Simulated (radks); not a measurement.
Values are calculated unless marked as measured or tabulated.
Radial electron density D(r) = 4 pi r^2 rho(r) of an atom or ion with 24 electrons. Level of theory: non-relativistic Kohn-Sham, TPSS, spin-polarised, spherical densities, point nucleus; meta-GGA in the generalised Kohn-Sham scheme (a radial shooting solver on a logarithmic mesh with Libxc functionals).

r (bohr),D(r) (e/bohr),spin D(r)
0.002562,8.868,-0.000419
0.003179,12.70,-0.000598
0.003977,18.10,-0.000850
0.004936,24.90,-0.00116
0.006176,33.70,-0.00156
0.007726,43.99,-0.00199
0.009589,54.55,-0.00235
0.012,64.69,-0.00241
0.01489,71.82,-0.00158
0.01863,74.69,0.00203
0.02312,72.79,0.0131
0.02892,68.30,0.0475
0.0359,66.30,0.141
0.04491,71.52,0.400
0.05618,83.92,1.04
0.06973,94.69,2.38
0.08724,93.39,5.00
0.1083,78.36,8.98
0.1355,61.97,14.1
0.1681,59.52,18.0
0.2103,65.36,18.4
0.261,59.52,14.3
0.3266,36.70,7.69
0.4086,13.72,2.68
0.5071,3.013,0.579
0.6344,0.3082,0.0616
0.7873,0.01480,0.00322

What is the nuclear charge?

Answer. Z = 59. The innermost maximum, from 1s, lies near 1/Z = 0.0169 bohr (found: 0.0188), and its height grows with Z. The density is that of the praseodymium ion Pr35+ in [Ar] 3d6; the configuration itself is not fixed sharply by these data, and Z only to a few units. D(r) has 3 maxima, at r = 0.0188, 0.0768, 0.219 bohr, and minima at 0.0350, 0.155 bohr, inside which lie 2.01, 11.32 electrons.
